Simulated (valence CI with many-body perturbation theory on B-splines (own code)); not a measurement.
## E1 line list for Ru XXXII

Level of theory: configuration interaction combined with many-body perturbation theory (CI+MBPT): three valence electrons over a frozen Dirac-Fock core [Ne], radial functions for each j: 11 s, 11 p, 9 d, 7 f, 5 g, 2 h, 1 i, with the one-electron correlation potential Σ1, the two-electron term Σ2, the three-electron term Σ3, Breit, model QED; selected CI, second order for the rest (own B-spline code, finite nucleus).

The last digits are not significant, and no measured levels were compared; by estimate large intervals hold to a few tenths of a per cent, small ones and those within an open d or f shell to about a per cent.

Lines 51 to 100 of 288 in falling wavelength, among levels below 372.65 eV, chosen from the strongest by gf and those to the six lowest levels. Wavelengths and rates use the calculated energies. Electric multipoles are in the length gauge, E1 and E2 with the static RPA response of the core. Weak lines are less certain than strong ones. Lines between different terms over intervals too small for the method are left out, as are lines whose strength nearly cancels. Where a level lies close to another of its J and parity, the split of strength between their lines is uncertain. The highest levels of a list are the least certain.

Levels are named by their leading jj configuration (3d3/2^4 stands for four electrons in 3d with j = 3/2), which in mixed levels can hold well under half, so a name can repeat and another be missing. Letters in brackets count levels of one name in rising energy.

| λ vac (nm) | Upper | Lower | A (s⁻¹) | S (a.u.) with core polarisation | S without |
| --- | --- | --- | --- | --- | --- |
| 12.74 | (3p1/2^2 3p3/2) J=3/2 | (3s 3p1/2 3p3/2) J=3/2 [a] | 6.78e+09 | 2.77e-02 | 2.84e-02 |
| 12.71 | (3p3/2^2 3d5/2) J=9/2 | (3s 3p3/2 3d5/2) J=7/2 [b] | 1.21e+10 | 1.23e-01 | 1.26e-01 |
| 12.66 | (3s 3p3/2^2) J=5/2 | (3s^2 3p3/2) J=3/2 | 3.40e+09 | 2.04e-02 | 2.10e-02 |
| 12.57 | (3p3/2^2 3d3/2) J=7/2 | (3s 3p3/2 3d5/2) J=7/2 [c] | 5.45e+09 | 4.27e-02 | 4.37e-02 |
| 12.41 | (3s 3p1/2 3d5/2) J=5/2 [a] | (3s 3p1/2 3p3/2) J=3/2 [b] | 7.26e+08 | 4.11e-03 | 4.22e-03 |
| 12.33 | (3p1/2 3p3/2^2) J=3/2 | (3s 3p1/2 3p3/2) J=3/2 [b] | 1.22e+09 | 4.50e-03 | 4.62e-03 |
| 12.12 | (3s 3p1/2 3d3/2) J=3/2 [a] | (3s 3p1/2 3p3/2) J=5/2 | 4.94e+09 | 1.73e-02 | 1.78e-02 |
| 12.04 | (3p3/2^2 3d5/2) J=7/2 | (3s 3p3/2 3d5/2) J=5/2 [a] | 1.46e+10 | 1.01e-01 | 1.03e-01 |
| 11.94 | (3p1/2 3p3/2 3d3/2) J=7/2 | (3s 3p1/2 3d5/2) J=7/2 | 6.89e+09 | 4.63e-02 | 4.75e-02 |
| 11.78 | (3s 3p1/2 3d3/2) J=5/2 | (3s 3p1/2 3p3/2) J=5/2 | 1.76e+07 | 8.50e-05 | 8.52e-05 |
| 11.74 | (3p1/2 3p3/2 3d5/2) J=7/2 [b] | (3s 3p1/2 3d5/2) J=5/2 [c] | 4.15e+10 | 2.65e-01 | 2.71e-01 |
| 11.71 | (3p1/2 3p3/2 3d5/2) J=7/2 [a] | (3s 3p1/2 3d5/2) J=5/2 [b] | 2.44e+10 | 1.55e-01 | 1.58e-01 |
| 11.61 | (3p1/2 3p3/2 3d5/2) J=5/2 [c] | (3s 3p3/2 3d3/2) J=3/2 [b] | 1.93e+10 | 8.95e-02 | 9.16e-02 |
| 11.54 | (3s 3p1/2 3d3/2) J=3/2 [b] | (3s 3p1/2 3p3/2) J=3/2 [b] | 4.60e+09 | 1.40e-02 | 1.43e-02 |
| 11.52 | (3s 3p1/2 3d3/2) J=1/2 | (3s 3p1/2 3p3/2) J=3/2 [b] | 2.18e+08 | 3.28e-04 | 3.35e-04 |
| 11.45 | (3p3/2^2 3d3/2) J=7/2 | (3s 3p3/2 3d5/2) J=7/2 [b] | 5.11e+10 | 3.03e-01 | 3.10e-01 |
| 11.41 | (3s 3p1/2 3d5/2) J=5/2 [b] | (3s 3p1/2 3p3/2) J=3/2 [b] | 5.10e+08 | 2.24e-03 | 2.31e-03 |
| 11.41 | (3p1/2 3p3/2 3d5/2) J=7/2 [a] | (3s 3p1/2 3d5/2) J=7/2 | 9.19e+09 | 5.38e-02 | 5.52e-02 |
| 11.28 | (3p1/2 3p3/2 3d5/2) J=1/2 | (3s 3p3/2 3d3/2) J=3/2 [a] | 2.52e+10 | 3.58e-02 | 3.66e-02 |
| 11.27 | (3s 3p1/2 3d3/2) J=3/2 [a] | (3s 3p1/2 3p3/2) J=3/2 [a] | 1.57e+08 | 4.43e-04 | 4.56e-04 |
| 11.23 | (3p1/2 3p3/2 3d5/2) J=5/2 [c] | (3s 3p3/2 3d3/2) J=3/2 [a] | 5.12e+10 | 2.15e-01 | 2.20e-01 |
| 11.12 | (3s 3p3/2 3d3/2) J=3/2 [c] | (3s^2 3d3/2) J=3/2 | 4.87e+10 | 1.32e-01 | 1.36e-01 |
| 11.11 | (3s 3p3/2 3d3/2) J=5/2 [b] | (3s 3p3/2^2) J=3/2 | 2.45e+10 | 9.95e-02 | 1.02e-01 |
| 11.10 | (3p3/2^2 3d5/2) J=7/2 | (3s 3p3/2 3d5/2) J=7/2 [a] | 2.04e+10 | 1.10e-01 | 1.13e-01 |
| 11.07 | (3s 3p1/2 3d5/2) J=5/2 [a] | (3s 3p1/2 3p3/2) J=5/2 | 6.71e+09 | 2.69e-02 | 2.76e-02 |
| 11.05 | (3s 3p3/2 3d5/2) J=7/2 [c] | (3s^2 3d5/2) J=5/2 | 1.17e+11 | 6.21e-01 | 6.36e-01 |
| 11.01 | (3p3/2^2 3d5/2) J=3/2 | (3s 3p3/2 3d3/2) J=3/2 [c] | 1.55e+10 | 4.09e-02 | 4.18e-02 |
| 11.01 | (3p1/2 3p3/2^2) J=3/2 | (3s 3p1/2 3p3/2) J=5/2 | 2.19e+10 | 5.77e-02 | 5.91e-02 |
| 10.98 | (3s 3p1/2 3d3/2) J=5/2 | (3s 3p1/2 3p3/2) J=3/2 [a] | 6.62e+07 | 2.60e-04 | 2.65e-04 |
| 10.98 | (3p3/2^2 3d3/2) J=1/2 | (3s 3p3/2 3d3/2) J=1/2 [a] | 2.14e+10 | 2.80e-02 | 2.87e-02 |
| 10.96 | (3s 3p1/2 3p3/2) J=3/2 [b] | (3s^2 3p1/2) J=1/2 | 2.73e+10 | 7.10e-02 | 7.28e-02 |
| 10.96 | (3p1/2 3p3/2 3d5/2) J=9/2 | (3s 3p1/2 3d5/2) J=7/2 | 2.25e+10 | 1.46e-01 | 1.50e-01 |
| 10.86 | (3p1/2 3p3/2 3d5/2) J=5/2 [a] | (3s 3p1/2 3d5/2) J=7/2 | 1.58e+10 | 5.99e-02 | 6.13e-02 |
| 10.84 | (3p1/2 3p3/2 3d3/2) J=5/2 | (3s 3p1/2 3d3/2) J=3/2 [a] | 1.33e+10 | 5.03e-02 | 5.15e-02 |
| 10.82 | (3p1/2 3p3/2 3d5/2) J=7/2 [a] | (3s 3p1/2 3d5/2) J=5/2 [a] | 1.77e+10 | 8.87e-02 | 9.08e-02 |
| 10.81 | (3s 3p3/2 3d5/2) J=7/2 [a] | (3s 3p3/2^2) J=5/2 | 1.13e+10 | 5.64e-02 | 5.76e-02 |
| 10.76 | (3p3/2^2 3d5/2) J=9/2 | (3s 3p3/2 3d5/2) J=7/2 [a] | 1.83e+10 | 1.12e-01 | 1.15e-01 |
| 10.72 | (3p1/2 3p3/2 3d5/2) J=3/2 [b] | (3s 3p1/2 3d5/2) J=5/2 [c] | 4.78e+10 | 1.16e-01 | 1.19e-01 |
| 10.72 | (3p1/2 3p3/2 3d5/2) J=5/2 [c] | (3s 3p1/2 3d5/2) J=5/2 [c] | 2.11e+10 | 7.69e-02 | 7.87e-02 |
| 10.70 | (3p1/2 3p3/2 3d3/2) J=3/2 [a] | (3s 3p1/2 3d3/2) J=5/2 | 2.85e+10 | 6.89e-02 | 7.06e-02 |
| 10.69 | (3p1/2 3p3/2 3d5/2) J=5/2 [b] | (3s 3p1/2 3d5/2) J=5/2 [b] | 3.14e+10 | 1.14e-01 | 1.16e-01 |
| 10.67 | (3p3/2^2 3d3/2) J=3/2 | (3s 3p3/2 3d3/2) J=1/2 [a] | 1.75e+10 | 4.19e-02 | 4.29e-02 |
| 10.66 | (3p3/2^2 3d5/2) J=7/2 | (3s 3p3/2 3d5/2) J=9/2 | 1.76e+10 | 8.40e-02 | 8.60e-02 |
| 10.66 | (3p3/2^2 3d3/2) J=3/2 | (3s 3p3/2 3d3/2) J=3/2 [b] | 1.44e+10 | 3.45e-02 | 3.53e-02 |
| 10.64 | (3p1/2 3p3/2 3d3/2) J=7/2 | (3s 3p1/2 3d3/2) J=5/2 | 3.09e+10 | 1.47e-01 | 1.50e-01 |
| 10.62 | (3p3/2^2 3d3/2) J=3/2 | (3s 3p3/2 3d3/2) J=5/2 [a] | 1.21e+10 | 2.86e-02 | 2.93e-02 |
| 10.60 | (3s^2 3d3/2) J=3/2 | (3s^2 3p3/2) J=3/2 | 2.05e+10 | 4.82e-02 | 4.95e-02 |
| 10.59 | (3p1/2 3p3/2 3d3/2) J=3/2 [b] | (3s 3p1/2 3d3/2) J=1/2 | 1.10e+10 | 2.59e-02 | 2.66e-02 |
| 10.59 | (3p1/2 3p3/2^2) J=1/2 | (3s 3p1/2 3p3/2) J=3/2 [b] | 7.06e+10 | 8.29e-02 | 8.49e-02 |
| 10.58 | (3p1/2 3p3/2 3d5/2) J=5/2 [b] | (3s 3p1/2 3d3/2) J=3/2 [b] | 1.69e+10 | 5.94e-02 | 6.08e-02 |
